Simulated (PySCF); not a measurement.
## Energy of Nb²⁺ (niobium, charge +2) between two integer charges

The 4d alpha orbital of [Kr] 4d3 is emptied in steps (occupation f), with all orbitals relaxed, ending at [Kr] 4d2. All numbers are calculated (PySCF 2.14, a scalar-relativistic core potential, in def2-TZVPPD with the def2 core potential (28 electrons) (6s4p3d2f1g, 56 functions)). The exact energy is a straight line in f; departures are measured from the line between the end points of the same method.

Task: Among PBE0, r2SCAN, LC-wPBE, which shows the largest delocalisation error (convex curve), and which is closest to linear?

Result: Most convex: r2SCAN (-1.234 eV at f = 0.4); closest to linear: LC-wPBE (-0.257 eV).

```json
{"f": "1", "PBE0 (eV)": "0.000", "r2SCAN (eV)": "0.000", "LC-wPBE (eV)": "0.000"}
{"f": "0.8", "PBE0 (eV)": "-0.632", "r2SCAN (eV)": "-0.822", "LC-wPBE (eV)": "-0.171"}
{"f": "0.6", "PBE0 (eV)": "-0.950", "r2SCAN (eV)": "-1.234", "LC-wPBE (eV)": "-0.257"}
{"f": "0.4", "PBE0 (eV)": "-0.952", "r2SCAN (eV)": "-1.234", "LC-wPBE (eV)": "-0.257"}
{"f": "0.2", "PBE0 (eV)": "-0.636", "r2SCAN (eV)": "-0.822", "LC-wPBE (eV)": "-0.172"}
{"f": "0", "PBE0 (eV)": "0.000", "r2SCAN (eV)": "0.000", "LC-wPBE (eV)": "0.000"}
```

```json
{"method": "PBE0", "E(f=0) − E(f=1) (eV)": "25.511", "−ε at f=1 (eV)": "21.575", "−ε at f=0.4 (eV)": "26.295"}
{"method": "r2SCAN", "E(f=0) − E(f=1) (eV)": "25.510", "−ε at f=1 (eV)": "20.385", "−ε at f=0.4 (eV)": "26.540"}
{"method": "LC-wPBE", "E(f=0) − E(f=1) (eV)": "25.393", "−ε at f=1 (eV)": "24.328", "−ε at f=0.4 (eV)": "25.606"}
```

Reference removal energy between the ground levels: 25.04 eV (semi-empirical (NIST evaluation); NIST Atomic Spectra Database, ionization energies). The calculation has no spin-orbit coupling. The determinant left behind need not be the lowest term of the ion.
